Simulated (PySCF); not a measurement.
CH₄BI. Atoms are numbered in the order given.

```xyz
7

B      0.6641    -1.4036     0.0000
H      1.8609    -1.5197     0.0000
I     -0.0339     0.6245     0.0000
C     -0.3074    -2.6151     0.0000
H     -0.0801    -3.2502     0.8774
H     -0.0801    -3.2502    -0.8774
H     -1.3781    -2.3710     0.0000
```

Geometry: B3LYP-D3(BJ)/def2-SVP. The def2 effective core potentials stand for the cores of I; spin–orbit coupling is left out.

Computed with PySCF with TDA-ωB97X/def2-SVPD.

Vertical excitations. Gas-phase values at a fixed geometry. State labels are in the subgroup Cs.

Computed UV-visible absorptions:
```tsv
state	symmetry	energy (eV)	λ (nm)	f	main pairs
S1	A"	4.68	265	0.000	HOMO→LUMO 98 %
S2	A'	5.82	213	0.134	HOMO−1→LUMO 91 %
S3	A"	6.08	204	0.000	HOMO−2→LUMO 96 %
S4	A'	6.51	190	0.006	HOMO→LUMO+1 51 %, HOMO→LUMO+5 19 %, HOMO→LUMO+2 19 %
S5	A"	7.01	177	0.005	HOMO−1→LUMO+1 46 %, HOMO−1→LUMO+5 23 %, HOMO−1→LUMO+2 17 %
S6	A"	7.07	175	0.000	HOMO−3→LUMO 91 %
S7	A'	7.15	173	0.130	HOMO→LUMO+2 49 %, HOMO→LUMO+1 31 %, HOMO→LUMO+6 9 %
S8	A"	7.72	161	0.190	HOMO−1→LUMO+2 49 %, HOMO−1→LUMO+1 31 %, HOMO−1→LUMO+6 9 %
S9	A'	8.16	152	0.063	HOMO→LUMO+3 91 %
S10	A"	8.18	152	0.001	HOMO→LUMO+4 96 %
T1	A"	4.49	276	0	HOMO→LUMO 95 %
T2	A'	4.88	254	0	HOMO−1→LUMO 98 %
T3	A"	5.57	222	0	HOMO−2→LUMO 95 %
T4	A'	6.00	207	0	HOMO→LUMO+1 39 %, HOMO→LUMO+5 30 %, HOMO→LUMO+2 20 %
```
Triplets are in the Tamm–Dancoff approximation.
